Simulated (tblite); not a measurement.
Compound: C3H10BNO2.
Atom-mapped SMILES: `[CH3:1][O+:2]([CH3:3])[BH2-:4][NH:5][CH:6]=[O:7]` (hydrogens: H8, H9, H10 on C1; H11, H12, H13 on C3; H14, H15 on B4; H16 on N5; H17 on C6)
Bond orders are those of one Lewis drawing.

Computed with GFN2-xTB (tblite), gas phase: L-BFGS steps from a force-field or distance-geometry start until the largest atomic force falls under 0.01 eV/Å.

The end geometry, which sets the zero of energy:
```
atom  x, y, z in Å
C1     -1.6234    0.8386    0.9168
O2     -0.5845    0.0501    0.3733
C3     -1.0756   -1.0868   -0.3092
B4      0.5023    0.9144   -0.5034
N5      1.6670   -0.0323   -0.6951
C6      2.3134   -0.6523    0.3008
O7      1.9800   -0.6711    1.4635
H8     -2.2376    0.2234    1.5791
H9     -1.1572    1.6366    1.4897
H10    -2.2492    1.2740    0.1301
H11    -1.6406   -1.7134    0.3851
H12    -1.7122   -0.8005   -1.1538
H13    -0.2127   -1.6390   -0.6744
H14     0.7578    1.8365    0.1941
H15    -0.0111    1.1765   -1.5449
H16     2.0647   -0.1310   -1.6148
H17     3.2120   -1.2116   -0.0479
```

Question: These geometries come from the run, each turned onto the end geometry. Order them by energy, lowest first.
A.
```
atom  x, y, z in Å
C1     -1.7014    0.8640    0.8586
O2     -0.6432    0.0236    0.4394
C3     -1.0853   -1.1139   -0.2753
B4      0.5218    0.8997   -0.3904
N5      1.6312   -0.0663   -0.6894
C6      2.4488   -0.6141    0.2239
O7      2.3276   -0.5474    1.4233
H8     -2.4364    0.2882    1.4244
H9     -1.2648    1.6220    1.5042
H10    -2.1896    1.3514    0.0091
H11    -1.8129   -1.6630    0.3250
H12    -1.5357   -0.8378   -1.2345
H13    -0.2130   -1.7437   -0.4401
H14     0.8114    1.7308    0.3944
H15    -0.0068    1.2658   -1.3899
H16     1.8605   -0.2524   -1.6526
H17     3.2808   -1.1948   -0.2411
```
B.
```
atom  x, y, z in Å
C1     -1.7831    0.8672    0.7905
O2     -0.6971    0.0163    0.4822
C3     -1.1107   -1.1116   -0.2644
B4      0.5684    0.9066   -0.2722
N5      1.6057   -0.1048   -0.6346
C6      2.5757   -0.5859    0.1667
O7      2.7185   -0.3743    1.3452
H8     -2.5219    0.3207    1.3818
H9     -1.3892    1.6973    1.3703
H10    -2.2504    1.2558   -0.1198
H11    -1.8745   -1.6571    0.2954
H12    -1.5117   -0.8156   -1.2398
H13    -0.2394   -1.7477   -0.4037
H14     0.8871    1.6264    0.5990
H15     0.0628    1.3847   -1.2332
H16     1.6779   -0.3982   -1.5965
H17     3.2750   -1.2677   -0.3778
```
C.
```
atom  x, y, z in Å
C1     -1.8007    0.8771    0.7637
O2     -0.7027    0.0452    0.4679
C3     -1.0846   -1.0850   -0.2804
B4      0.5900    0.8683   -0.2225
N5      1.5453   -0.1932   -0.6408
C6      2.5834   -0.5788    0.1258
O7      2.7329   -0.2481    1.2730
H8     -2.4966    0.3013    1.3794
H9     -1.4319    1.7363    1.3179
H10    -2.2970    1.2298   -0.1463
H11    -1.8275   -1.6349    0.2977
H12    -1.4878   -0.8159   -1.2622
H13    -0.1826   -1.6764   -0.4124
H14     0.9337    1.5005    0.7057
H15     0.0926    1.4542   -1.1308
H16     1.5170   -0.5090   -1.5922
H17     3.3097   -1.2592   -0.3544
```
D.
```
atom  x, y, z in Å
C1     -1.6394    0.8459    0.9038
O2     -0.5933    0.0440    0.3949
C3     -1.0597   -1.1000   -0.2937
B4      0.4992    0.9209   -0.4739
N5      1.6453   -0.0339   -0.7025
C6      2.3331   -0.6387    0.2772
O7      2.0677   -0.6167    1.4569
H8     -2.3074    0.2235    1.5038
H9     -1.1765    1.6089    1.5261
H10    -2.2000    1.3336    0.0990
H11    -1.6988   -1.6923    0.3653
H12    -1.6189   -0.8364   -1.1982
H13    -0.1814   -1.6824   -0.5644
H14     0.7703    1.8233    0.2412
H15    -0.0316    1.2148   -1.4982
H16     1.9927   -0.1664   -1.6386
H17     3.1918   -1.2361   -0.1097
```
E.
```
atom  x, y, z in Å
C1     -1.7941    0.8959    0.7626
O2     -0.6972    0.0513    0.4590
C3     -1.0858   -1.0851   -0.2889
B4      0.5378    0.8325   -0.1953
N5      1.5528   -0.2041   -0.6564
C6      2.5823   -0.5831    0.1220
O7      2.7366   -0.2470    1.2805
H8     -2.4707    0.2937    1.3546
H9     -1.4327    1.7484    1.3337
H10    -2.3030    1.2158   -0.1486
H11    -1.8229   -1.6086    0.3106
H12    -1.4786   -0.8151   -1.2751
H13    -0.1729   -1.6558   -0.4193
H14     0.9183    1.4844    0.6914
H15     0.1031    1.4599   -1.1040
H16     1.4800   -0.4995   -1.6144
H17     3.3400   -1.2715   -0.3234
```

Answer: D (0.006 eV), A (0.014 eV), B (0.029 eV), C (0.113 eV), E (0.207 eV).

In the order of the answer:

```tsv
step	E above end (eV)	largest force (eV/Å)	rms force component (eV/Å)	rms distance from end (Å)	rms bond change (Å)	bond most changed (Å)
62	0.006	0.07	0.026	0.071	0.002	O2–B4 +0.006
52	0.014	0.06	0.021	0.193	0.009	O2–B4 +0.035
33	0.029	0.13	0.032	0.347	0.021	O2–B4 +0.079
5	0.113	0.46	0.141	0.406	0.012	O2–B4 +0.039
3	0.207	0.64	0.241	0.411	0.012	O2–B4 -0.041
```

What follows is the cost of the whole relaxation. Hardware: an Intel Xeon at 2.50 GHz with one thread, shared host with 64 logical CPUs at a one-minute load of 63. Cost: 1.5 s.
